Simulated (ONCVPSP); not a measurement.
## Ge, ONCV: configuration errors across variants

* Element: germanium
* Generator: ONCVPSP 4.0.1
* Type: optimised norm-conserving Vanderbilt (ONCV)
* Functional: PBE
* Relativity: scalar-relativistic
* Frozen core: [Ar] 3d10
* Valence charge: 4
* Reference configuration: 4s1 4p3
* Partial waves: 4s: rc 1.75 bohr, ncon 4, nbas 9, qcut 4.4 1/bohr, 2 projectors, debl 1.9 Ha; 4p: rc 2.30 bohr, ncon 5, nbas 8, qcut 3.6 1/bohr, 2 projectors, debl 1.6 Ha; d scattering state at 0.12 Ha: rc 1.85 bohr, ncon 4, nbas 7, qcut 6.1 1/bohr, 1 projector
* Local potential: polynomial inside 1.25 bohr (lpopt 2, dvloc0 0 Ha)
* Core correction: polynomial model core, fcfact 0.55

All-electron excitation energies from the reference (eV): (1) 4s2 4p2 -7.972; (2) 4s2 4p1 -0.528; (3) 4s2 4p0 14.911; (4) 4s1 4p2 8.188.

Errors AE − PS in meV (a dash: test not solved or not reliable):

| change | (1) | (2) | (3) | (4) | bound ghosts | GHOST(+) flags above zero |
| --- | --- | --- | --- | --- | --- | --- |
| base | -7.3 | -2.5 | -20 | -5.9 | none | s, d |
| p: qcut 2.4 | -6.5 | -1.4 | -20 | -5.9 | none | s, d |
| p: qcut 3 | -6.4 | -1.4 | -20 | -5.9 | none | s, d |
| p: qcut 4 | -8.2 | -3.5 | -21 | -5.8 | none | s, d |
| p: qcut 4.6 | -9.4 | -5.0 | -21 | -5.7 | none | s, d |
| p: qcut 5.4 | -11 | -6.5 | -22 | -5.6 | none | s, d |

Give the same row for: p: qcut 3.4.

-7.0, -2.0, -20, -5.9; bound ghosts: none; GHOST(+) flags above zero: s, d.
